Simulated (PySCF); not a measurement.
An equivalent PySCF input for P³⁺ (phosphorus, charge +3), [Ne] 3s2, closed-shell 1S, with no relativity, point nucleus:

```python
from pyscf import gto, scf, dft, mp, cc
import basis_set_exchange as bse
mol = gto.M(atom="P 0 0 0", charge=3, spin=0, symmetry="D2h",
            basis=gto.basis.parse(bse.get_basis("def2-TZVPPD", elements=["P"], fmt="nwchem")))
mf = dft.UKS(mol, xc="TPSSH")
mf.irrep_nelec = {'Ag': (3, 3), 'B1u': (1, 1), 'B2u': (1, 1), 'B3u': (1, 1)}
mf.kernel()
```

It reaches the same state as the run whose output follows, with an energy that differs only through the grid. The run itself started from symmetry-adapted Hartree-Fock orbitals and held the occupation by maximum overlap, on a logarithmic radial grid, so the iterations belong to that start.

```
SCF conv_tol = 1e-09
number electrons alpha = 6  beta = 6
XC functionals = TPSSH
    V. N. Staroverov, G. E. Scuseria, J. Tao, and J. P. Perdew.,  J. Chem. Phys. 119, 12129 (2003)
cycle= 1 E= -339.047443491956  delta_E= -0.00244  |g|= 0.0106  |ddm|= 0.0925
cycle= 2 E= -339.047451879218  delta_E= -8.39e-06  |g|= 0.00392  |ddm|= 0.0104
cycle= 3 E= -339.047453114863  delta_E= -1.24e-06  |g|= 0.00011  |ddm|= 0.00106
cycle= 4 E= -339.047453115809  delta_E= -9.46e-10  |g|= 2.39e-06  |ddm|= 9.56e-05
converged SCF energy = -339.047453115809  <S^2> = -7.1054274e-15  2S+1 = 1
```
